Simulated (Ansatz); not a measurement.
The same molecule with X = Al, Ga, In. Ansatz, PBE0-D4/def2-TZVP geometries, multiplicity 1.

Elements past krypton have def2 core potentials. Scalar relativity is left out up to krypton.

```
 X           molecule  mean X–Cl bond length / Å  mean X–Ge bond length / Å  mean X–H bond length / Å  size of the dipole moment (B3LYP/def2-TZVPP) / D  HOMO energy (PBE/def2-TZVPP) / eV  LUMO energy (PBE0/def2-TZVPP) / eV
Al  `[Cl][AlH][GeH3]`                      2.102                      2.467                     1.580                                              1.15                              -6.68                               -1.97
In  `[Cl][InH][GeH3]`                      2.353                      2.590                     1.715                                              2.92                              -6.56                               -2.13
```

(1) Give the row for X = Ga, `[Cl][GaH][GeH3]`. (Estimate.)

## Answers

(1) Ansatz gave: 
| X | molecule | mean X–Cl bond length / Å | mean X–Ge bond length / Å | mean X–H bond length / Å | size of the dipole moment (B3LYP/def2-TZVPP) / D | HOMO energy (PBE/def2-TZVPP) / eV | LUMO energy (PBE0/def2-TZVPP) / eV |
| --- | --- | --- | --- | --- | --- | --- | --- |
| Ga | `[Cl][GaH][GeH3]` | 2.159 | 2.435 | 1.564 | 1.99 | -6.68 | -2.07 |

From Al to In the mean X–Cl bond length rises at each step, by 0.251 Å in all; the mean X–Ge bond length isn't monotonic: highest at In, lowest at Ga; the mean X–H bond length isn't monotonic: highest at In, lowest at Ga; the HOMO energy (PBE/def2-TZVPP) isn't monotonic: highest at In, lowest at Al; the LUMO energy (PBE0/def2-TZVPP) falls at each step, by 0.16 eV in all. Bonds lengthen as the atom grows down the group. Dipoles are sizes alone, and their direction can turn along the series.

B3LYP here is the variant with VWN-RPA as its local correlation; programs differ in this.
